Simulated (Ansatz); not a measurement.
Basis-set extrapolation for C$_{3}$H$_{11}$BSi (`C[SiH2]B(C)C`) (PBE0-D4/def2-TZVP geometry, frozen core, the Gaussian-basis code of Ansatz). Multiplicity 1, RHF reference.

```tsv
	def2-TZVPP	def2-QZVPP
HF	-433.693192	-433.709009
MP2 correlation	-0.762812	-0.811527
CCSD(T) correlation	-0.865052	not run
```

Energies in hartree. Use E(X) = E(∞) + A·exp(−7.88·√X) for Hartree–Fock and E(X) = E(∞) + B·X^(−2.97) for correlation, with X = 3 and 4, and add CCSD(T) minus MP2 of the smaller set to the MP2 limit.

Question: What is the CCSD(T) energy at the basis-set limit?

Answer: HF limit: -433.709009 + (-0.015817) × 0.13774 = -433.71119. MP2 limit: -0.811527 + (-0.048715) × 0.74074 = -0.84761. Higher-order term: -0.865052 − (-0.762812) = -0.10224. Total: -434.66104 hartree, 269.9 kJ/mol below CCSD(T)/def2-TZVPP.
